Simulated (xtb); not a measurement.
xtb input (GFN2-xTB):

```bash
xtb mol.xyz --gfn 2 --ohess tight --chrg 1 --uhf 0
```
mol.xyz:
```
6

B     -0.57126611     0.29867382    -0.00867054
O      0.78012228    -0.20741898     0.26490289
H     -1.38934908    -0.39913194    -0.64180956
H     -0.93102539     1.32083204     0.33439354
H      1.28238827     0.10697465    -0.53452350
H      0.86256370    -1.13867246     0.65202466
```

End of the output:

```
optimized geometry written to: xtbopt.xyz

           -------------------------------------------------
          | TOTAL ENERGY               -6.886019334295 Eh   |
          | TOTAL ENTHALPY             -6.837122633310 Eh   |
          | TOTAL FREE ENERGY          -6.863272528577 Eh   |
          | GRADIENT NORM               0.000082771624 Eh/α |
          | HOMO-LUMO GAP               4.881278697693 eV   |
           -------------------------------------------------

------------------------------------------------------------------------
------------------------------------------------------------------------
 total:
 SCF:
 ANC optimizer:
 analytical hessian:
```

It need not be the lowest isomer of its formula.
